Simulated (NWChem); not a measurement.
Electron attachment to Br$_{2}$Sn

```xyz
3

Sn     0.0000     0.0000     0.9543
Br    -1.9418     0.0000    -0.6816
Br     1.9418     0.0000    -0.6816
```
Charge 0, spin multiplicity 1.

Everything below was run with NWChem. All single points use one geometry, from PBE0/def2-SVP with def2 effective core potentials on Sn, a minimum by its harmonic frequencies.

Basis set: def2-SVPD. The species with one electron more has spin multiplicity 2 and keeps the geometry of the parent. Δ marks differences of total energies (open shells unrestricted). −ε marks an orbital energy of the parent. That orbital need not have the symmetry of the hole or added electron in the Δ rows. The basis adds only a small set of diffuse functions.

Effective core potentials replace the inner electrons of Sn; spin-orbit coupling is left out. The correlated methods keep 22 core orbitals frozen. The structure started from a generated list of species. No SCF solution was tested for a lower state.

For the vertical electron affinity, −ε(LUMO) of BHandHLYP gives 2.63 eV and −ε(LUMO) of CAM-B3LYP gives 2.43 eV. What do G0W0@PBE, G0W0@PBE0, ΔB2PLYP give?

G0W0@PBE: 1.36 eV; G0W0@PBE0: 1.22 eV; ΔB2PLYP: 1.49 eV.
